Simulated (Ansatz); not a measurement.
Cartesian coordinates in Å:
```
C 0.2280 2.7700 1.5107
C 0.0254 1.7614 0.9015
O -0.2722 0.6951 0.2161
C 0.6747 -0.3266 0.1695
O 1.7222 -0.2498 0.7271
C 0.2022 -1.4578 -0.6354
C -0.9754 -1.5101 -1.2452
H 0.4227 3.6609 2.0566
H 0.9164 -2.2705 -0.6917
H -1.6835 -0.6931 -1.1838
H -1.2605 -2.3795 -1.8253
```

Charge 0, multiplicity 1.

(1) List the PBE0/def2-TZVPP orbital energies in eV (Ansatz). (Best estimate.)

Answers

(1) Computed: Occupied: -525.33, -523.08, -282.46, -279.87, -279.36, -279.33, -278.18, -32.25, -29.78, -23.26, -21.34, -19.53, -17.80, -15.03, -14.74, -14.31, -14.03, -13.46, -12.47, -11.42, -11.18, -8.96, -8.94, -7.99, -7.61. Lowest empty: -2.06, 1.22, 1.34, 1.56, 2.03, 2.37, 2.44, 2.61.
